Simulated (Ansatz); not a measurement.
Start from `C[O][Al]([NH2])[SH]` and change one atom or group to get `[CH3][Al]([NH2])[SH]`.

Ansatz, PBE0-D4/def2-TZVP geometries, multiplicity 1. Each molecule was computed in one conformer, which needn't be the lowest.

```csv
property,`C[O][Al]([NH2])[SH]`
HOMO–LUMO gap (PBE/def2-TZVPP) / eV,4.99
HOMO–LUMO gap (PBE0/def2-TZVPP) / eV,7.18
HOMO–LUMO gap (ωB97M-V/def2-TZVPP) / eV,10.99
size of the dipole moment (PBE/def2-TZVPP) / D,0.96
size of the dipole moment (ωB97M-V/def2-TZVPP) / D,0.96
HOMO energy (B3LYP/def2-TZVPP) / eV,-7.01
```

(1) Give the same properties after the change, and the shifts. (Estimate.)

Answers

(1) Computed: 
```csv
property,`[CH3][Al]([NH2])[SH]`,shift
HOMO–LUMO gap (PBE/def2-TZVPP) / eV,5.17,0.18
HOMO–LUMO gap (PBE0/def2-TZVPP) / eV,7.24,0.06
HOMO–LUMO gap (ωB97M-V/def2-TZVPP) / eV,10.90,-0.09
size of the dipole moment (PBE/def2-TZVPP) / D,2.10,1.14
size of the dipole moment (ωB97M-V/def2-TZVPP) / D,2.12,1.16
HOMO energy (B3LYP/def2-TZVPP) / eV,-6.91,0.10
```

With PBE0 the HOMO rises by 0.11 eV and the LUMO rises by 0.17 eV, so the gap widens by about 0.06 eV. PBE moves the HOMO by 0.05 eV and ωB97M-V by 0.14 eV. The zero-point energy changes by -16.8 kJ/mol with -3 modes. Dipoles are sizes alone; their direction can turn.

Positive LUMOs are unbound, so they and the gaps depend on the basis.

B3LYP here is the variant with VWN-RPA as its local correlation; programs differ in this.
